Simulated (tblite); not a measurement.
Input of a run (GFN2-xTB geometry optimisation, gas phase (tblite 0.8.0)), started from a force field or distance geometry:
```
{"job": {"kind": "relax", "xc": "GFN2-xTB", "basis": "xTB"}, "charge": 0, "multiplicity": 1}
C     -1.840000     1.488100     0.195200
N     -1.131900     0.236700     0.024200
C     -1.846000    -0.883200    -0.561000
C      0.231500     0.136200     0.298200
C      0.920700    -1.134200     0.319900
C      2.279000    -1.476300     0.502200
P      3.631400    -0.272700     0.831100
C      2.795700     1.154900     0.066700
Cl     3.249000     1.686100    -1.496600
P      1.199700     1.659400     0.807800
H     -2.929300     1.357200     0.045200
H     -1.736100     1.887500     1.211100
H     -1.518100     2.234100    -0.526700
H     -2.863500    -0.591200    -0.869600
H     -1.962900    -1.694900     0.151700
H     -1.352300    -1.240100    -1.454500
H      0.300200    -2.009900     0.128300
H      2.564200    -2.531500     0.495200
```

Output (eV, eV/Å):
```
step      E/eV     max force
  0    -797.22151    2.519
  1    -797.57285    2.102
  2    -798.13851    1.871
  3    -798.34520    1.209
  4    -798.60591    1.361
  5    -798.69988    1.084
  6    -798.89175    1.168
  7    -799.00246    1.079
  8    -799.16173    1.023
  9    -799.26386    1.023
 10    -799.36125    0.836
 11    -799.41074    0.828
 12    -799.48570    0.651
 13    -799.52653    0.473
 14    -799.55619    0.456
 15    -799.58412    0.449
 16    -799.61041    0.445
 17    -799.63301    0.361
 18    -799.65004    0.299
 19    -799.66216    0.367
 20    -799.67284    0.419
 21    -799.68482    0.392
 22    -799.70202    0.277
 23    -799.71368    0.283
 24    -799.72451    0.249
 25    -799.73129    0.177
 26    -799.73623    0.161
 27    -799.74002    0.130
 28    -799.74311    0.131
 29    -799.74531    0.114
 30    -799.74720    0.107
 31    -799.74937    0.127
 32    -799.75224    0.139
 33    -799.75531    0.130
 34    -799.75784    0.129
 35    -799.76011    0.145
 36    -799.76308    0.159
 37    -799.76764    0.211
 38    -799.77422    0.239
 39    -799.78204    0.216
 40    -799.78990    0.151
 41    -799.79612    0.160
 42    -799.80059    0.164
 43    -799.80400    0.149
 44    -799.80597    0.127
 45    -799.80830    0.114
 46    -799.81015    0.124
 47    -799.81258    0.091
 48    -799.81364    0.090
 49    -799.81536    0.081
 50    -799.81669    0.109
 51    -799.81885    0.116
 52    -799.82089    0.098
 53    -799.82250    0.094
 54    -799.82362    0.079
 55    -799.82468    0.080
 56    -799.82553    0.061
 57    -799.82607    0.059
 58    -799.82642    0.055
 59    -799.82672    0.046
 60    -799.82703    0.036
 61    -799.82735    0.034
 62    -799.82762    0.033
 63    -799.82785    0.030
 64    -799.82804    0.029
 65    -799.82819    0.032
 66    -799.82834    0.031
 67    -799.82852    0.039
 68    -799.82876    0.043
 69    -799.82905    0.041
 70    -799.82933    0.042
 71    -799.82959    0.035
 72    -799.82984    0.040
 73    -799.83008    0.033
 74    -799.83024    0.022
 75    -799.83032    0.027
 76    -799.83040    0.027
 77    -799.83050    0.024
 78    -799.83064    0.025
 79    -799.83080    0.030
 80    -799.83094    0.027
 81    -799.83106    0.028
 82    -799.83122    0.036
 83    -799.83146    0.048
 84    -799.83175    0.046
 85    -799.83201    0.039
 86    -799.83221    0.038
 87    -799.83240    0.037
 88    -799.83265    0.034
 89    -799.83293    0.035
 90    -799.83313    0.032
 91    -799.83326    0.028
 92    -799.83337    0.025
 93    -799.83349    0.026
 94    -799.83363    0.028
 95    -799.83375    0.022
 96    -799.83384    0.033
 97    -799.83390    0.024
 98    -799.83397    0.020
 99    -799.83409    0.021
100    -799.83421    0.021
101    -799.83434    0.026
102    -799.83446    0.027
103    -799.83460    0.025
104    -799.83483    0.030
105    -799.83513    0.043
106    -799.83546    0.048
107    -799.83583    0.048
108    -799.83624    0.045
109    -799.83645    0.057
110    -799.83688    0.050
111    -799.83714    0.040
112    -799.83763    0.030
113    -799.83781    0.038
114    -799.83806    0.033
115    -799.83843    0.034
116    -799.83856    0.031
117    -799.83889    0.039
118    -799.83917    0.042
119    -799.83939    0.036
120    -799.83956    0.022
121    -799.83966    0.030
122    -799.83973    0.022
123    -799.83979    0.026
124    -799.83984    0.022
125    -799.83988    0.012
126    -799.83991    0.014
127    -799.83995    0.013
128    -799.83998    0.012
129    -799.84001    0.009
```

Task: Summarise the run.

Result: The energy falls by 2.619 eV over 129 L-BFGS steps, the largest force on an atom goes from 2.52 to 0.009 eV/Å, and the atoms move by 0.653 Å rms after alignment. The bond that changes most is C6–P7 (ends: aromatic CH carbon; phosphorus bonded to 2 C), which shortens by 0.101 Å. Bonds longer at the end by more than 0.005 Å: 4 of 18; shorter: 13. Among the angles that change most is P7–C8–P10, from 116.5° to 134.6°. Among the dihedrals that turn most is Cl9–C8–P10–C4, from 95° to 180°. The energy never rose by more than 1e-5 eV on the way. The first step brought 13 % of the lowering.

Task: What are the final bond lengths?

Result: C1–N2 1.438 Å, N2–C3 1.442 Å, N2–C4 1.364 Å, C4–C5 1.403 Å, C5–C6 1.373 Å, C6–P7 1.739 Å, P7–C8 1.734 Å, C8–Cl9 1.744 Å, C8–P10 1.732 Å, C4–P10 1.777 Å, C1–H11 1.087 Å, C1–H12 1.097 Å, C1–H13 1.097 Å, C3–H14 1.087 Å, C3–H15 1.094 Å, C3–H16 1.094 Å, C5–H17 1.082 Å, C6–H18 1.084 Å. Numbering counts from 1 in the input's order; the species is `CN(C)c1ccpc(Cl)p1`.

Its GFN2-xTB frequencies are all real (lowest 38 cm⁻¹).

The numbers are calculated, not measured.
